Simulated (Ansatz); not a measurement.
`N#C[CH2][GeH2][F]`. Total charge 0; spin multiplicity 1.

```xyz
9

N     0.165    2.691   -0.594
C     0.241    1.548   -0.712
C     0.309    0.111   -0.793
Ge   -0.331   -0.700    0.886
F    -0.171   -2.410    0.605
H     1.337   -0.214   -0.964
H    -0.311   -0.256   -1.614
H     0.578   -0.351    2.067
H    -1.817   -0.419    1.120
```

Question: What are the harmonic wavenumbers in cm⁻¹ at PBE0-D4/def2-TZVP (Ansatz, finite differences of forces, unscaled)? (An estimate is asked.)

Answer: Computed: 47, 99, 203, 383, 452, 467, 633, 651, 700, 791, 807, 865, 978, 1157, 1166, 1431, 2190, 2204, 2371, 3086, 3142.

Question: Is this a minimum?

Answer: Yes, all 21 modes are real.

Question: Give the ideal-gas thermochemistry at 298.15 K and 1 bar (rigid rotor, harmonic oscillator; point group Cs, symmetry number 1).

Answer: Zero-point energy 142.5 kJ/mol; H(298) − E = 162.0 kJ/mol; entropy 344.8 J/(mol·K), of which translation 169.9, rotation 112.3, vibration 62.6; G(298) − E = 59.2 kJ/mol. Modes under 100 cm⁻¹ are hindered rotations or soft bends, so the harmonic entropy is rough.

Question: And at 400, 500, 600, 800 and 1000 K?

Answer: 
```
T (K)  H − E (kJ/mol)  S (J/mol/K)  G − E (kJ/mol)
  400           173.0        376.3            22.5
  500           185.4        403.8           -16.6
  600           198.9        428.5           -58.2
  800           228.8        471.5          -148.3
 1000           261.5        507.9          -246.3
```
